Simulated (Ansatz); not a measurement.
A nudged elastic band was laid between two geometries of BF$_{2}$H$_{3}$OSi (8 atoms, charge 0, multiplicity 1).

The calculation used RKS BLYP/cc-pVDZ in Ansatz.

```yaml
movable_images: 9
climbing_image: yes
spring: 5.0 eV/Å²
optimiser: quadratic models (default)
start_path: through a guess of the saddle point
force_threshold: 0.05 eV/Å
iteration_limit: 38
end_points: relaxed
```

Initial state:

```xyz
8
Properties=species:S:1:pos:R:3
B -1.128 0.997 0.176
Si 0.357 -0.262 -0.333
O 0.812 -1.166 1.008
F -0.178 -1.249 -1.559
F 1.711 0.463 -0.962
H -1.106 2.166 -0.129
H -2.077 0.567 0.790
H 1.700 -1.574 0.953
```

Final state:

```xyz
8
Properties=species:S:1:pos:R:3
B -1.130 0.996 0.176
Si 0.421 -0.193 -0.301
O 0.757 -1.226 0.981
F 0.212 -1.109 -1.670
F 1.735 0.762 -0.651
H -2.046 1.183 -0.589
H -1.134 1.554 1.248
H 1.276 -2.023 0.750
```

**Question.** What changes between the two ends?

**Answer.** No bond is made or broken. The dihedral H7–B1–Si2–F4 goes from 73 to 170°. The two ends are copies of one structure, up to a mirror image or an exchange of like atoms.

**Question.** Give the energies along the band, and the barrier.

**Answer.** The run converged. The highest image is number 5 of 0 to 10, 1.0 kJ/mol above the ends, which have the same energy within 2 meV. A vibrational analysis at the climbing image gives one clearly imaginary mode, 78i cm⁻¹: a first-order saddle point.

```tsv
image	path coordinate (Å)	energy (kJ/mol)	dihedral H7–B1–Si2–F4 (°)
0	0.00	0.0	73
1	0.24	0.1	82
2	0.49	0.3	92
3	0.73	0.6	102
4	0.97	0.9	112
5	1.22	1.0	122
6	1.46	0.9	132
7	1.70	0.6	142
8	1.94	0.3	152
9	2.18	0.1	161
10	2.42	0.0	170
```

**Question.** What is the geometry of the highest image?

**Answer.** 
```xyz
8
Properties=species:S:1:pos:R:3:forces:R:3
B -1.140 1.003 0.183 0.02 -0.02 -0.01
Si 0.388 -0.226 -0.284 -0.03 0.01 0.00
O 0.780 -1.255 0.982 0.00 0.00 0.00
F 0.021 -1.121 -1.636 0.00 0.00 0.01
F 1.729 0.651 -0.722 0.01 0.01 0.00
H -1.519 1.798 -0.645 0.00 0.00 0.00
H -1.685 0.966 1.260 0.00 0.00 0.00
H 1.519 -1.873 0.805 0.00 -0.01 0.01
```

The run took 4.3 min on 1 CPU thread of a shared host.
